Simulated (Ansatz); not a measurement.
`[SiH3][S][GeH3]` + NH₃ → `[NH2][GeH3]` + `[SiH3]S` at 298.15 K and 1 bar (ligand exchange at a Ge–S bond).

Computed with Ansatz on PBE0-D4/def2-TZVP structures; ΔE is electronic, products minus reactants. CBS: MP2 limit from def2 TZ/QZ plus the TZ coupled-cluster correction, frozen cores. This one scheme is used for every species. For Ge outer-core shells are correlated without core-valence functions, which leaves a few kJ/mol of doubt a bond. Scalar relativity is left out up to krypton.

| species | CCSD(T)/CBS energy (Eh) | H − E (kJ/mol) | S (J/(mol·K)) |
| --- | --- | --- | --- |
| `[SiH3][S][GeH3]` | -2766.60510 | 152.3 | 352.5 |
| NH₃ | -56.50880 | 100.5 | 192.4 |
| `[NH2][GeH3]` | -2133.81884 | 141.9 | 275.3 |
| `[SiH3]S` | -689.27336 | 102.7 | 272.7 |

H − E and S are ideal-gas, rigid-rotor, harmonic terms from PBE0-D4/def2-TZVP. 1 Eh = 2625.50 kJ/mol, R = 8.31446 J/(mol·K).

Task: By hand: ΔE, ΔH, ΔS and ΔG.

Result: ΔE = (-2133.81884) + (-689.27336) − (-2766.60510) − (-56.50880) = 0.02170 Eh = 57.0 kJ/mol. Δ(H − E) = 141.9 + 102.7 − 152.3 − 100.5 = -8.2, so ΔH = 48.8 kJ/mol. ΔS = 275.3 + 272.7 − 352.5 − 192.4 = 3.1 J/(mol·K). ΔG = 48.8 − 298.15 × (3.1)/1000 = 47.9 kJ/mol.

Task: By hand: the equilibrium constant, and the temperature at which ΔG would vanish if ΔH and ΔS stayed fixed.

Result: log₁₀ K = −ΔG/(RT ln 10) = -8.4. ΔG = 0 at ΔH/ΔS = 15742 K, far beyond where these terms or the molecules hold.

The number of gas molecules stays the same, so ΔS is small and ΔH decides. A doubt of 5 kJ/mol in ΔE shifts log₁₀ K by 0.9 here. Modes under 60 cm⁻¹, often nearly free rotors, make the harmonic entropy too high. These are equilibria of isolated gas molecules and say nothing of rates. Largest T1 diagnostic: 0.011 (customary marks: 0.02 for closed shells, 0.045 for open ones).
